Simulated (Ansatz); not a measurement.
`BCN=C` + `C[SiH](S)Cl` → `BS[SiH](C)Cl` + `C=NC`  (ligand exchange at a B–C bond)

Calculated with Ansatz (gas phase, PBE0-D4/def2-TZVP geometries, no zero-point term in ΔE). CCSD(T)/CBS is the MP2 limit (def2-TZVPP, def2-QZVPP) plus CCSD(T) − MP2 in def2-TZVPP, frozen cores. DFT in def2-TZVPP. B3LYP here is the variant with VWN-RPA as its local correlation; programs differ in this. One conformer a species, not always the lowest.

`BCN=C`:

Z-matrix (Å, degrees):
```
C
N 1 1.437
B 1 1.553 2 116.1
H 1 1.107 2 108.4 3 113.2
H 1 1.105 2 113.7 3 -130.9
C 2 1.257 1 118.3 3 120.4
H 3 1.197 1 117.9 2 -174.2
H 3 1.194 1 121.9 2 8.2
H 6 1.100 2 123.3 1 1.3
H 6 1.089 2 119.4 1 -178.7
```

`C[SiH](S)Cl`:

Z-matrix (Å, degrees):
```
C
Si 1 1.855
H 1 1.092 2 110.1
H 1 1.092 2 110.6 3 -120.1
H 1 1.092 2 110.2 3 120.3
S 2 2.127 1 112.6 3 58.6
Cl 2 2.062 1 107.8 3 -178.0
H 2 1.480 1 113.1 3 -59.4
H 6 1.344 2 94.4 1 51.7
```

`BS[SiH](C)Cl`:

Cartesian coordinates in Å:
```
B -1.985 0.674 -0.783
S -0.857 1.691 0.133
Si 0.339 0.101 0.956
C 1.399 -0.693 -0.339
Cl 1.544 0.953 2.388
H -2.823 1.229 -1.424
H -1.911 -0.519 -0.756
H -0.551 -0.866 1.636
H 0.774 -1.147 -1.113
H 2.050 0.049 -0.806
H 2.021 -1.471 0.109
```

`C=NC`:

Z-matrix (Å, degrees):
```
C
N 1 1.439
H 1 1.093 2 109.0
H 1 1.093 2 109.1 3 116.1
H 1 1.100 2 113.7 3 -121.9
C 2 1.257 1 117.9 3 121.5
H 6 1.090 2 119.4 1 -179.9
H 6 1.100 2 123.2 1 0.1
```

```json
{"level": "LDA (SPW92)", "ΔE (kJ/mol)": "-92.6", "difference from CCSD(T)/CBS": "-0.3"}
{"level": "r2SCAN-D4", "ΔE (kJ/mol)": "-93.5", "difference from CCSD(T)/CBS": "-1.2"}
{"level": "B97M-V", "ΔE (kJ/mol)": "-92.6", "difference from CCSD(T)/CBS": "-0.3"}
{"level": "CAM-B3LYP-D4", "ΔE (kJ/mol)": "-86.8", "difference from CCSD(T)/CBS": "5.5"}
{"level": "ωB97X-V", "ΔE (kJ/mol)": "-87.9", "difference from CCSD(T)/CBS": "4.4"}
{"level": "B2PLYP", "ΔE (kJ/mol)": "-90.8", "difference from CCSD(T)/CBS": "1.5"}
{"level": "B3LYP", "ΔE (kJ/mol)": "-87.2", "difference from CCSD(T)/CBS": "5.1"}
{"level": "BHLYP", "ΔE (kJ/mol)": "-85.4", "difference from CCSD(T)/CBS": "6.9"}
{"level": "CAM-B3LYP", "ΔE (kJ/mol)": "-84.8", "difference from CCSD(T)/CBS": "7.5"}
{"level": "LC-ωPBE", "ΔE (kJ/mol)": "-86.7", "difference from CCSD(T)/CBS": "5.6"}
{"level": "MP2/def2-SVP", "ΔE (kJ/mol)": "-98.7", "difference from CCSD(T)/CBS": "-6.4"}
{"level": "CCSD/def2-SVP", "ΔE (kJ/mol)": "-94.6", "difference from CCSD(T)/CBS": "-2.3"}
{"level": "CCSD(T)/def2-SVP", "ΔE (kJ/mol)": "-98.0", "difference from CCSD(T)/CBS": "-5.7"}
{"level": "MP2/def2-TZVPP", "ΔE (kJ/mol)": "-96.0", "difference from CCSD(T)/CBS": "-3.7"}
{"level": "CCSD(T)/def2-TZVPP", "ΔE (kJ/mol)": "-93.0", "difference from CCSD(T)/CBS": "-0.7"}
{"level": "SCS-MP2/def2-QZVPP", "ΔE (kJ/mol)": "-92.0", "difference from CCSD(T)/CBS": "0.3"}
{"level": "CCSD(T)/CBS", "ΔE (kJ/mol)": "-92.3", "difference from CCSD(T)/CBS": "0"}
```

Largest T1 diagnostic among the species: 0.012.

At CCSD(T), def2-SVP lies −5.7 kJ/mol from the extrapolated value and def2-TZVPP −0.7 kJ/mol. In def2-TZVPP, CCSD(T) changes the Hartree–Fock value by −12.2 kJ/mol (the triples alone add −3.7 kJ/mol) and MP2 by −15.2 kJ/mol.
